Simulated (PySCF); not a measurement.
Species: 1-chloropropan-2-yl acetate, C5H9ClO2.
SMILES: `CC(=O)O[C@H](C)CCl`

Level: CAM-B3LYP/def2-SVPD in PySCF, non-relativistic, on one gas-phase PBE0-D3(BJ)/def2-SVP geometry that isn't relaxed in the solvent. The solvent is an IEF-PCM continuum (van der Waals radii × 1.2), and excitations are vertical TDDFT with non-equilibrium linear response and a frozen core. Specific hydrogen bonds and non-electrostatic terms are outside this model.

Gas-phase singlets (H = HOMO, L = LUMO):

| state | E (eV) | λ (nm) | f | leading configuration |
| --- | --- | --- | --- | --- |
| S1 | 5.940 | 209 | 0.001 | H→L+1 57% |
| S2 | 7.395 | 168 | 0.003 | H-1→L+2 32% |
| S3 | 7.511 | 165 | 0.007 | H-2→L+2 36% |
| S4 | 7.835 | 158 | 0.015 | H→L 69% |
| S5 | 8.127 | 153 | 0.131 | H-3→L+1 27% |

Question: How does the list change in chloroform (ε = 4.711)?

Answer: 
```json
{"state": "S1", "E (eV)": "6.030", "λ (nm)": "206", "f": "0.001", "leading configuration": "H→L+1 50%", "change by rank (eV)": "+0.090"}
{"state": "S2", "E (eV)": "7.441", "λ (nm)": "167", "f": "0.004", "leading configuration": "H-1→L+2 21%", "change by rank (eV)": "+0.046"}
{"state": "S3", "E (eV)": "7.563", "λ (nm)": "164", "f": "0.011", "leading configuration": "H-1→L+2 22%", "change by rank (eV)": "+0.052"}
{"state": "S4", "E (eV)": "7.926", "λ (nm)": "156", "f": "0.013", "leading configuration": "H→L 57%", "change by rank (eV)": "+0.091"}
{"state": "S5", "E (eV)": "8.098", "λ (nm)": "153", "f": "0.195", "leading configuration": "H-3→L+1 31%", "change by rank (eV)": "-0.029"}
```

Question: What are the lowest 5 singlets in dichloromethane (ε = 8.93)?

Answer: 
| state | E (eV) | λ (nm) | f | leading configuration | change by rank (eV) |
| --- | --- | --- | --- | --- | --- |
| S1 | 6.047 | 205 | 0.001 | H→L+1 49% | +0.107 |
| S2 | 7.452 | 166 | 0.005 | H-1→L+2 16% | +0.057 |
| S3 | 7.575 | 164 | 0.012 | H-1→L+2 25% | +0.064 |
| S4 | 7.940 | 156 | 0.011 | H→L 54% | +0.105 |
| S5 | 8.099 | 153 | 0.197 | H-3→L+1 30% | -0.028 |

Question: The ground-state energy changes by -0.250 eV from gas to dichloromethane. By how much does the total energy of gas-phase S4 change?

Answer: E(S4) = E(S0) + excitation energy, so it changes by -0.250 + 0.105 = -0.145 eV: it is lowered less than the ground state, which is what a blue shift means. This is the vertical state, with the slow part of the continuum still set for S0.

Question: How do the frontier levels move from gas to dichloromethane?

Answer: 
| orbital | gas (eV) | solvent (eV) | change (eV) |
| --- | --- | --- | --- |
| LUMO+2 | 1.46 | 1.50 | +0.04 |
| LUMO+1 | 1.21 | 1.23 | +0.02 |
| LUMO | 1.08 | 1.18 | +0.10 |
| HOMO | -9.63 | -9.69 | -0.06 |
| HOMO-1 | -9.98 | -10.05 | -0.07 |
| HOMO-2 | -10.01 | -10.07 | -0.06 |
| HOMO-3 | -10.63 | -10.64 | -0.01 |

The HOMO–LUMO gap goes from 10.70 to 10.87 eV. Rows go by rank; for HOMO-2 and HOMO-1 the atom shares or the degeneracy differ between the runs, so the row needn't follow one orbital.

Shape of the structure used: `[CH3:1][C:2](=[O:3])[O:4][C@H:5]([CH3:6])[CH2:7][Cl:8]`: C1–C2–O4–C5 -178°, C2–O4–C5–C6 -162°, O4–C5–C7–Cl8 58°.
